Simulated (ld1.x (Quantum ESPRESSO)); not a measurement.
What one change does to a pseudopotential (bromine, RRKJ)

ld1.x (Quantum ESPRESSO) 7.5 input, shortened:

```
&input
   title='Br', zed=35., rel=1, dft='PZ', iswitch=3,
   config='[Ar] 3d10 4s2 4p4.5'
 /
 &inputp
   pseudotype=2, tm=.false., rho0=0.001, lloc=1,
   nlcc=.false.
 /
3
4S  1  0   2.00   0.00  1.35  1.35  0.0
3D  3  2  10.00   0.00  0.70  0.70  0.0
4P  2  1   4.50   0.00  1.70  1.70  0.0
 &test
   configts(1)='3d10 4s2 4p4.5'
 /
```

Change: all radii scaled by about 0.91 (s 1.22, p 1.54, d 0.64 bohr).

Cutoffs: the cutoffs (Ry, on a coarse ladder) from which the occupation-weighted sum of valence levels, in a spherical-Bessel basis at the reference potential, stays within 10 and 1 mRy of its value at 400 Ry; they do not see the model core or the augmentation charge, which bear on the density cutoff. Errors are all-electron minus pseudo energies relative to the spin-unpolarised reference configuration.

How do hardness, ghosts and transferability respond?

The bound ghost in s disappears; of the 9 tests that both files solve, the error grows in 1 and shrinks in 0 by more than 15 % and 0.3 meV (median size 6.0 → 6.0 meV).

| quantity | base | changed |
| --- | --- | --- |
| cutoff, loose | over 300 Ry | over 300 Ry |
| cutoff, tight | over 300 Ry | over 300 Ry |
| bound ghosts | s | none |
| error for 3d10 4s2 4p5, meV [ΔE -5.15 eV] | +1.4 | +1.4 |
| error for 3d10 4s2 4p4, meV [ΔE 7.56 eV] | -0.7 | -0.7 |
| error for 3d10 4s2 4p3, meV [ΔE 30.50 eV] | +2.1 | +2.4 |
| error for 3d10 4s2 4p1, meV [ΔE 111.07 eV] | +38 | +41 |
| error for 3d10 4s2 4p2, meV [ΔE 64.72 eV] | +14 | +15 |
| error for 3d9 4s2 4p5, meV [ΔE 73.59 eV] | -1399 | -1424 |
| error for 3d10 4s1 4p6, meV [ΔE 7.27 eV] | +0.3 | -1.5 |
| error for 3d10 4s2 4p4.5 (spin-polarised), meV [ΔE -0.37 eV] | +11 | +12 |
| error for 3d10 4s2 4p5 (spin-polarised), meV [ΔE -5.30 eV] | +6.0 | +6.0 |

 A true bound ghost makes a file unfit for plane-wave use even where its test errors are small: the radial tests pick states by their node count and pass the ghost by.
